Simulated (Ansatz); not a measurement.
One change: `C=C[Si](N)(F)Cl` becomes `C=C[Si](N)(O)F`.

Ansatz, PBE0-D4/def2-TZVP geometries, multiplicity 1. Each molecule was computed in one conformer, which needn't be the lowest.

```
                                        property  `C=C[Si](N)(F)Cl`
             HOMO–LUMO gap (PBE/def2-TZVPP) / eV               4.73
               HOMO energy (PBE/def2-TZVPP) / eV              -6.64
             LUMO energy (B3LYP/def2-TZVPP) / eV              -1.13
            HOMO–LUMO gap (PBE0/def2-TZVPP) / eV               7.20
size of the dipole moment (B3LYP/def2-TZVPP) / D               2.61
             HOMO energy (B3LYP/def2-TZVPP) / eV              -7.85
```

(1) Give the same properties after the change, and the shifts. (Estimate.)

Answers

(1) The calculation gave: 
```json
{"property": "HOMO–LUMO gap (PBE/def2-TZVPP) / eV", "`C=C[Si](N)(O)F`": "4.86", "shift": "0.13"}
{"property": "HOMO energy (PBE/def2-TZVPP) / eV", "`C=C[Si](N)(O)F`": "-6.48", "shift": "0.16"}
{"property": "LUMO energy (B3LYP/def2-TZVPP) / eV", "`C=C[Si](N)(O)F`": "-0.84", "shift": "0.29"}
{"property": "HOMO–LUMO gap (PBE0/def2-TZVPP) / eV", "`C=C[Si](N)(O)F`": "7.36", "shift": "0.16"}
{"property": "size of the dipole moment (B3LYP/def2-TZVPP) / D", "`C=C[Si](N)(O)F`": "2.93", "shift": "0.32"}
{"property": "HOMO energy (B3LYP/def2-TZVPP) / eV", "`C=C[Si](N)(O)F`": "-7.71", "shift": "0.14"}
```

With PBE0 the HOMO rises by 0.14 eV and the LUMO rises by 0.30 eV, so the gap widens by about 0.16 eV. PBE moves the HOMO by 0.16 eV and ωB97M-V by 0.12 eV. The zero-point energy changes by 33.4 kJ/mol with +3 modes. Dipoles are sizes alone; their direction can turn.

Positive LUMOs are unbound, so they and the gaps depend on the basis.

B3LYP here is the variant with VWN-RPA as its local correlation; programs differ in this.
